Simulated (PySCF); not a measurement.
Compound: C6H3F2N3.
Geometry (PBE0-D3(BJ)/def2-SVP, Å), atoms numbered from 1 in this order:
```
atom  x, y, z in Å
N1     2.7598   -2.8568    0.7098
C2     2.0794   -1.9390    0.5215
C3     1.2675   -0.7739    0.2927
C4     1.8396    0.5058    0.3270
N5     1.1069    1.5930    0.1183
C6    -0.1844    1.4167   -0.1226
C7    -0.7545    0.1354   -0.1561
C8    -2.2253   -0.0507   -0.4305
F9    -2.5346    0.4836   -1.6304
F10   -2.9479    0.6032    0.5025
N11   -0.0331   -0.9532    0.0502
H12    2.9078    0.6354    0.5279
H13   -0.7981    2.3066   -0.2959
H14   -2.4899   -1.1206   -0.4221
```

All values: B3LYP/def2-SVPD (PySCF, non-relativistic), on one gas-phase PBE0-D3(BJ)/def2-SVP geometry that isn't relaxed in the solvent. The solvent is an IEF-PCM continuum (van der Waals radii × 1.2). Only the electrostatic response of the medium enters.

Gas phase at B3LYP/def2-SVPD: HOMO -8.23 eV, LUMO -3.10 eV, dipole 2.17 D.

Problem. What does the continuum do to the energy, the frontier levels and the dipole at B3LYP/def2-SVPD in acetone and acetonitrile?

Solution. 
```
     solvent      ε  E(solvent) − E(gas) (kJ/mol)  polarisation term (kJ/mol)  distortion of the solute (kJ/mol)  HOMO (eV)  LUMO (eV)  dipole (D)
     acetone  20.49                        -34.17                      -39.81                               5.64      -7.94      -2.80        2.94
acetonitrile  35.69                        -35.39                      -41.45                               6.06      -7.93      -2.79        2.97
```

Polarisation term: ½ Σ q·V over the induced surface charges. Distortion: the rise of the solute's own energy as its density leaves the gas-phase optimum. From acetone to acetonitrile the lowering changes by a factor 1.04, Onsager's factor (ε − 1)/(2ε + 1) by 1.03 and ε itself by 1.7.

Problem. Which radius a makes the point-dipole formula ΔE = −[(ε − 1)/(2ε + 1)]·μ²/a³ give the value in acetonitrile, with the gas-phase dipole?

Solution. μ = 0.855 au and |ΔE| = 0.01348 Eh give a = 1.57 Å; the farthest nucleus lies 4.03 Å from the centroid of the nuclei, so such a sphere wouldn't even hold the nuclei. The formula assumes a rigid point dipole at the centre of a sphere.

Problem. Give the dipole vector in the frame of the coordinates (D, pointing from negative to positive charge), gas and acetonitrile.

Solution. Gas (-0.69, 2.04, -0.26), solvent (-0.96, 2.78, -0.36). Its length changes by +36 % and its direction by less than 1°.

Problem. How does the static polarisability (B3LYP/def2-SVPD, frozen core, with the continuum's full static response) change?

Solution. 
```json
{"medium": "gas", "isotropic (au)": "89.6", "principal values (au)": "54.2, 86.6, 128.0", "⟨r²⟩ of the electrons (bohr²)": "1822.1"}
{"medium": "acetone", "isotropic (au)": "119.8", "principal values (au)": "70.7, 117.4, 171.2", "⟨r²⟩ of the electrons (bohr²)": "1825.4"}
{"medium": "acetonitrile", "isotropic (au)": "121.1", "principal values (au)": "71.6, 118.8, 172.9", "⟨r²⟩ of the electrons (bohr²)": "1825.5"}
```

The isotropic value in acetonitrile is 1.35 times the gas-phase one; no cavity-field correction is applied. ⟨r²⟩ is taken about the centre of nuclear charge.
